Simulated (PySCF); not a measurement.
C4H4BNO, SMILES C#C[C@@H]1N=CB1O. The structure is a stationary point at PBE-D3(BJ)/def2-SVP. The structure was generated by enumeration; whether it is a known compound was not checked. The values are those of a single conformer.

These are PBE-D3(BJ)/def2-SVP (PySCF 2.14.0) values and carry that method's errors.

Harmonic wavenumbers (cm⁻¹): 90, 124, 206, 330, 418, 494, 564, 588, 611, 646, 670, 792, 838, 893, 901, 1003, 1069, 1120, 1221, 1239, 1475, 1533, 2149, 3011, 3085, 3407, 3689. Rotational constants (GHz): 4.365, 2.325, 1.631; symmetry number 1.

Task: Work out the zero-point energy and the ideal-gas rigid-rotor harmonic-oscillator thermochemistry at 298.15 K and 1 atm.

Result: ZPE = ½ Σ hcν = ½ × 32169 cm⁻¹ = 192.41 kJ/mol. H − E(el) = 212.95 kJ/mol. Entropy in J/(mol K): translation 165.26, rotation 114.49, vibration 61.66, total 341.42. G − E(el) = 111.16 kJ/mol. Cp = 111.73 J/(mol K). Modes under 150 cm⁻¹ make the vibrational entropy uncertain.
